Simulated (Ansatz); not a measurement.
Species: PbCl$_{2}$ (charge +1, doublet). 
Structure (B3LYP-D3(BJ)/def2-TZVP (Ansatz, a first-principles code) minimum search):
```xyz
3

Pb    -0.0012     0.0064     0.6375
Cl     0.8909     1.0163    -1.5461
Cl    -0.8852    -1.0471    -1.5287
```
Charge +1, spin multiplicity 2.

Basis-set convergence of Hartree-Fock and CCSD(T) correlation energies (hartree) with Ansatz. Valence correlation only, unless marked. Open shells are spin-unrestricted. No spin-orbit coupling. Frozen are the shells of the preceding noble gas and the d and f shells that filled before the atom's block. In def2 rows, elements after Kr have scalar-relativistic effective core potentials. The program attaches cautions to a run behind CCSD(T)/def2-SVPD: other roots. The program attaches cautions to a run behind CCSD(T)/def2-TZVPPD: other roots.

| basis | functions | E(HF) | E(corr, CCSD(T)) |
|---|---|---|---|
| def2-SVPD | 86 | -1110.32901 | -0.37578 |
| def2-TZVPPD | 158 | … | … |

Q: What belongs in the gaps?

A: 
- def2-TZVPPD, E(HF): -1110.63514
- def2-TZVPPD, E(corr, CCSD(T)): -0.49008
